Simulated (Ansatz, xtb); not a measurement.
# Relative energy of two isomers of C6H5FS

Structure I: `Fc1ccccc1S`, a singlet. Structure II: `Fc1cccc(S)c1`, a singlet. Both are isolated molecules in the gas phase, relaxed with B3LYP/def2-SVP; the shapes shown needn't be the lowest conformers.

I (Å):

```xyz
13

C     0.9162   -1.0040    1.1712
C     0.9759   -2.3837    1.0070
C     1.0165   -2.9202   -0.2825
C     0.9965   -2.0642   -1.3881
C     0.9364   -0.6808   -1.2082
C     0.8950   -0.1228    0.0803
F     0.8776   -0.4998    2.4200
S     0.8188    1.6407    0.2727
H     0.9896   -3.0160    1.8972
H     1.0634   -4.0027   -0.4194
H     1.0278   -2.4733   -2.4005
H     0.9209   -0.0164   -2.0759
H     0.7997    1.6359    1.6230
```

II (Å):

```xyz
13

C     0.6168   -0.7500    1.5671
C     0.3062   -2.0982    1.4000
C     0.5258   -2.6706    0.1449
C     1.0413   -1.9166   -0.9124
C     1.3475   -0.5586   -0.7216
C     1.1314    0.0294    0.5355
F     0.4148   -0.1777    2.7625
S     2.0066    0.4799   -2.0066
H    -0.0954   -2.6692    2.2385
H     0.2911   -3.7260   -0.0146
H     1.2045   -2.3867   -1.8847
H     2.0402   -0.4646   -2.9724
H     1.3559    1.0808    0.7257
```

Question: Estimate E(II) − E(I) at the level CCSD(T)/def2-SVP + ΔMP2/def2-TZVPP.

Answer: CCSD(T)/def2-SVP + ΔMP2/def2-TZVPP gives E(II) − E(I) = +0.36 kJ/mol, slightly favouring structure I, which is too small a margin to settle the true order.

Level by level:

```csv
level,geometry,E(II) − E(I) (kJ/mol),departure from the last row (kJ/mol),"job, with rough time for the two"
GFN2-xTB,GFN2-xTB,−4.12,−4.48,"optimisation, 0.16 s"
HF/STO-3G,GFN2-xTB,+0.30,−0.06,"single point, 0.64 s"
r2SCAN-D4/def2-SVP,GFN2-xTB,+2.14,+1.78,"single point, 9 s"
B3LYP/def2-SVP,B3LYP/def2-SVP,+1.14,+0.79,"optimisation, 46 s"
HF/def2-SVP,B3LYP/def2-SVP,−1.52,−1.87,part of the CCSD(T) run
MP2/def2-SVP,B3LYP/def2-SVP,+1.70,+1.35,part of the CCSD(T) run
CCSD(T)/def2-SVP,B3LYP/def2-SVP,+1.41,+1.06,single point
CCSD(T)/def2-SVP + ΔMP2/def2-TZVPP,B3LYP/def2-SVP,+0.36,,"single point, 2.7 min"
```

As drawn, both hold the same kinds of bond in the same numbers.

The largest departure from CCSD(T)/def2-SVP + ΔMP2/def2-TZVPP is that of GFN2-xTB, 4.48 kJ/mol. The last row adds to CCSD(T) the change of the MP2 difference between the two basis sets, here −1.06 kJ/mol.

With thermal terms from frequencies at re-optimised GFN2-xTB minima (ideal gas, soft modes damped towards free rotors, one conformer each, 298.15 K, 1 atm): the zero-point term adds −0.41 kJ/mol; ΔH is +0.01 and ΔG −0.30 kJ/mol.

The correlated steps freeze 12 core orbitals. Programs: Ansatz 0.2.0, xtb 6.7.1; the last row on 2 threads of Arm Neoverse V2 on a shared host.
